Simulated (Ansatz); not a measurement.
Calculated with Ansatz (gas phase, PBE0-D4/def2-TZVP geometries, no zero-point term in ΔE). CBS: MP2 limit from def2 TZ/QZ plus the TZ coupled-cluster correction, frozen cores. Functionals use def2-TZVPP. For Ge outer-core shells are correlated without core-valence functions, which leaves a few kJ/mol of doubt a bond. Scalar relativity is left out up to krypton. Each species was taken in one conformer, which may not be the lowest.

`F[CH]([GeH3])CCl` + `CS[SiH](F)Cl` → `F[SiH](Cl)[S][GeH3]` + `CC(F)CCl`  (formal exchange of groups at a Ge–C bond)

Question: Is it downhill or uphill in electronic energy at CCSD(T)/CBS, and by how much? (Estimate.)

Answer: Ansatz gave: Downhill: ΔE = -112.7 kJ/mol.

Question: What do these levels give: r2SCAN, MP2/def2-TZVPP, SCS-MP2/def2-TZVPP, HF/def2-QZVPP, SCS-MP2/def2-QZVPP, MP2/CBS(def2)? (An estimate is asked.)

Answer: The calculation gave: r2SCAN -112.0, MP2/def2-TZVPP -117.1, SCS-MP2/def2-TZVPP -115.1, HF/def2-QZVPP -122.8, SCS-MP2/def2-QZVPP -114.7, MP2/CBS(def2) -116.2 kJ/mol.

Largest T1 diagnostic among the species: 0.011.

In def2-TZVPP, CCSD(T) changes the Hartree–Fock value by +9.3 kJ/mol (the triples alone add +1.0 kJ/mol) and MP2 by +5.8 kJ/mol. From PBE to PBE0 (25 % exact exchange), in def2-TZVPP and without D4, ΔE moves by −8.0 kJ/mol.
